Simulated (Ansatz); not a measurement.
CH$_{3}$S, doublet, geometry from GFN2-xTB. Base run: BLYP/cc-pVTZ in Ansatz (a first-principles code).

Ansatz was given this input:
Ansatz 0.2 input:
```yaml
crystal:
  periodic: [false, false, false]
  atoms:
    - {symbol: C, position_ang: [0.01437225, 1.10467196, 0.00732222]}
    - {symbol: S, position_ang: [-0.00894335, -0.68739846, -0.00455636]}
    - {symbol: H, position_ang: [1.04719307, 1.44329523, 0.02596812]}
    - {symbol: H, position_ang: [-0.50936900, 1.45780609, 0.89203890]}
    - {symbol: H, position_ang: [-0.48096403, 1.46924225, -0.88903858]}
basis:
  gaussian:
    orbitals: cc-pVTZ
hamiltonian:
  xc: blyp
magnetization: {spin_polarized: true, initial_magnetization: 1}
```

Each row names what was changed in the base input (with any setting that the change needs).

| change | ΔE vs base (mEh) |
|---|---|
| base | 0.000 |
| fitting.mean_field = def2-universal-JKFIT | -0.067 |
| final_grid = 10, 20, 41 | 0.000 |
| point_charge = charge:1.0 position_ang:0.5211, -1.6877, -3.778 | -12.131 |
| lower_state_search = light | 0.000 |
| final_grid = 6, 12, 29 | 0.000 |
| final_grid = 4, 8, 17 | -0.005 |
| forces = on | 0.000 |
| lower_state_search = full | 0.000 |
| lower_state_search = off | 0.002 |
| final_grid = 14, 28, 59 | 0.000 |
